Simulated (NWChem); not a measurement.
Total energies of F$_{3}$S (+1)

```
S
F 1 1.5312
F 1 1.5312 2 99.39
F 1 1.5312 2 99.39 3 101.24
```
Charge +1, spin multiplicity 1.

The numbers come from NWChem runs, not from measurements. Structure: optimised with PBE0/def2-SVP, a minimum by its harmonic frequencies.

Basis set: 3-21G (40 functions).

```csv
method,total energy (Ha)
RHF,-691.76727
MP2,-692.20243
B2PLYP,-693.18772
PBE,-693.16556
B3LYP,-693.61508
TPSS,-693.65639
CCSD(T),-692.21488
```

Total energies of different functionals aren't comparable as a measure of quality: only differences taken within one method are. 

The correlated methods keep 8 core orbitals frozen. B3LYP has NWChem's definition, with VWN1-RPA local correlation. The structure started from a generated list of species. Coupled-cluster values serve here as a point of comparison, not as the truth.
